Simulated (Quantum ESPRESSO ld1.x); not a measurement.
The numbers below are computed, except where a source is named.
ld1.x (Quantum ESPRESSO 7.5) input

```
 &input
    zed=57.0,
    iswitch=1,
    rel=0,
    lsd=1,
    dft='SLA-VWN',
    config='[Ar] 3d5 4s0 4p0 4d0',
    verbosity='high',
    prefix='ld1',
    max_out_wfc=37,
    file_charge='ld1.rho',
 /
```

Command: `OMP_NUM_THREADS=1 ld1.x < ld1.in > ld1.out`

Output (excerpt):

```
     Program LD1 v.7.5 starts

     --------------------------- All-electron run ----------------------------

     atomic number is 57.00
     dft =SLA-VWN   lsd =1 sic =0 latt =0  beta=0.20 tr2=1.0E-14
     Exchange-correlation= SLA-VWN
                           (   1   2   0   0   0   0   0)
     mesh =1957 r(mesh) =  99.97786 a.u. xmin = -7.00 dx = 0.00800
     1 Ry =  13.60569312 eV

     n l     nl                  e(Ry)          e(Ha)          e(eV)
     1 0     1S 1( 1.00)   -2827.228791740   -1413.614395870 -38466.4073289
     2 0     2S 1( 1.00)    -533.095410761    -266.547705381  -7253.1325641
     2 1     2P 1( 3.00)    -510.868828737    -255.434414369  -6950.7245099
     3 0     3S 1( 1.00)    -188.419388518     -94.209694259  -2563.5763786
     3 1     3P 1( 3.00)    -179.475540976     -89.737770488  -2441.8891336
     3 2     3D 1( 5.00)    -164.021474819     -82.010737410  -2231.6258520
     4 0     4S 1( 0.00)     -94.340587600     -47.170293800  -1283.5690839
     4 1     4P 1( 0.00)     -90.560985419     -45.280492709  -1232.1449765
     4 2     4D 1( 0.00)     -84.341831834     -42.170915917  -1147.5290814
     1 0     1S 2( 1.00)   -2827.185166928   -1413.592583464 -38465.8137831
     2 0     2S 2( 1.00)    -531.673447443    -265.836723721  -7233.7857676
     2 1     2P 2( 3.00)    -509.801167954    -254.900583977  -6936.1982449
     3 0     3S 2( 1.00)    -187.081248022     -93.540624011  -2545.3700497
     3 1     3P 2( 3.00)    -178.050055202     -89.025027601  -2422.4944116
     3 2     3D 2( 0.00)    -162.245136409     -81.122568204  -2207.4575367
     4 0     4S 2( 0.00)     -93.907645913     -46.953822957  -1277.6786122
     4 1     4P 2( 0.00)     -90.111481364     -45.055740682  -1226.0291623
     4 2     4D 2( 0.00)     -83.837923073     -41.918961536  -1140.6730534

     final scf error:  3.5E-15 reached in  19 iterations

     Etot =  -14842.798750 Ry,   -7421.399375 Ha, -201946.564879 eV
     Total magnetization:    5.00 Bohr mag.

     Ekin =   14838.641794 Ry,    7419.320897 Ha,  201890.006612 eV
     Encl =  -32290.260568 Ry,  -16145.130284 Ha, -439331.376154 eV
     Eh   =    2883.643225 Ry,    1441.821612 Ha,   39233.964791 eV
     Exc  =    -274.823200 Ry,    -137.411600 Ha,   -3739.160127 eV

     normalization and overlap integrals

     s(1S/1S) =  1.000000  <r> =   0.0267  <r2> =    0.0010  r(max) =   0.0177
     s(2S/2S) =  1.000000  <r> =   0.1137  <r2> =    0.0151  r(max) =   0.0972
     s(2P/2P) =  1.000000  <r> =   0.0966  <r2> =    0.0113  r(max) =   0.0758
     s(3S/3S) =  1.000000  <r> =   0.2836  <r2> =    0.0914  r(max) =   0.2663
     s(3P/3P) =  1.000000  <r> =   0.2713  <r2> =    0.0848  r(max) =   0.2518
     s(3D/3D) =  1.000000  <r> =   0.2384  <r2> =    0.0660  r(max) =   0.1981
     s(4S/4S) =  1.000000  <r> =   0.5484  <r2> =    0.3376  r(max) =   0.5471
     s(4P/4P) =  1.000000  <r> =   0.5437  <r2> =    0.3341  r(max) =   0.5428
     s(4D/4D) =  1.000000  <r> =   0.5252  <r2> =    0.3151  r(max) =   0.5173
     s(1S/1S) =  1.000000  <r> =   0.0267  <r2> =    0.0010  r(max) =   0.0177
     s(2S/2S) =  1.000000  <r> =   0.1135  <r2> =    0.0151  r(max) =   0.0972
     s(2P/2P) =  1.000000  <r> =   0.0964  <r2> =    0.0113  r(max) =   0.0758
     s(3S/3S) =  1.000000  <r> =   0.2845  <r2> =    0.0920  r(max) =   0.2663
     s(3P/3P) =  1.000000  <r> =   0.2723  <r2> =    0.0854  r(max) =   0.2518
     s(3D/3D) =  1.000000  <r> =   0.2395  <r2> =    0.0666  r(max) =   0.1997
     s(4S/4S) =  1.000000  <r> =   0.5505  <r2> =    0.3402  r(max) =   0.5471
     s(4P/4P) =  1.000000  <r> =   0.5460  <r2> =    0.3369  r(max) =   0.5428
     s(4D/4D) =  1.000000  <r> =   0.5279  <r2> =    0.3186  r(max) =   0.5215

     ------------------------ End of All-electron run ------------------------
```

Run on one thread of a shared host, so times are rough (Intel(R) Xeon(R) Processor @ 2.60GHz): 0.63 s of CPU time, 0.66 s wall, 19 iterations on 1957 mesh points.
